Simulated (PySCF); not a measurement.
Successive ionisation energies of tellurium

Calculated with PySCF 2.14, two-component X2C-1e (Gaussian nucleus, no Breit or QED terms), each ion in its own even-tempered basis; GMP2 freezes the deep shells of the larger ions and drops the highest virtual spinors; eV.

| ion | configuration | GHF (screened spin-orbit) | GMP2 (screened spin-orbit) | NIST | kind |
| --- | --- | --- | --- | --- | --- |
| Te(16+) | [Kr] | 460.53 | 461.63 | 461 ± 3 | theoretical |
| Te(17+) | [Ar] 3d10 4s2 4p5 | 489.64 | 490.84 | 491 ± 3 | theoretical |
| Te(18+) | [Ar] 3d10 4s2 4p4 | 522.16 | 523.02 | 522 ± 3 | theoretical |
| Te(19+) | [Ar] 3d10 4s2 4p3 | 553.61 | 554.28 | 555 ± 4 | theoretical |
| Te(20+) | [Ar] 3d10 4s2 4p2 | 596.47 | 598.08 | 599 ± 4 | theoretical |
| Te(21+) | [Ar] 3d10 4s2 4p1 | 630.97 | 631.71 | 633 ± 4 | theoretical |
| Te(22+) | [Ar] 3d10 4s2 | 705.26 | 707.71 | 709 ± 4 | theoretical |
| Te(23+) | [Ar] 3d10 4s1 | 739.84 | 740.98 | 746.12 ± 0.25 | semi-empirical |
| Te(24+) | [Ar] 3d10 | 1305.5 | 1306.9 | 1304 ± 4 | theoretical |
| Te(25+) | [Ar] 3d9 | 1377.6 | 1379.1 | 1377 ± 4 | theoretical |
| Te(26+) | [Ar] 3d8 | 1456.1 | 1457.3 | 1455 ± 4 | theoretical |
| Te(27+) | [Ar] 3d7 | 1538.9 | 1539.7 | 1538 ± 4 | theoretical |

**Question.** Where is the largest relative jump?

**Answer.** From Te(23+) to Te(24+): 740.98 to 1306.9 eV, where the electron removed from [Ar] 3d10 comes from a deeper shell or subshell.
